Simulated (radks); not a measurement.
Task: Spherical quantum dot in the effective-mass picture: electrons in a hard-walled sphere of unknown radius, with a point charge +2 (a donor) at the centre, all in effective atomic units (hartree* = m*/eps^2 hartree, bohr* = eps/m* bohr), one dielectric constant everywhere. Calculated with a radial shooting solver with Libxc functionals: non-relativistic Kohn-Sham, LDA (Slater exchange, Perdew-Wang correlation), spin-polarised, spherical densities. Levels are named by radial order and angular momentum (1s, 1p, 1d, 2s, ...), and open shells are averaged over m. Each electron was tried in the lowest free levels, single moves between levels near the top were tried too, and the lowest total energy was kept; such a search can miss a lower state. The values of mu = E(N) - E(N-1) (hartree*) for N = 2 to 12 are -0.89269, 0.047620, 0.16588, 0.29731, 0.40179, 0.51560, 0.63964, 0.74379, 0.84868, 0.98916, 1.0926. Estimate radius.

Result: radius = 11 (effective atomic units). The central charge lowers the s levels, so the charging steps and shell gaps carry the answer. The first electron has mu near pi^2/(2 R^2) without a central charge, and the charging energy goes as 1/R.
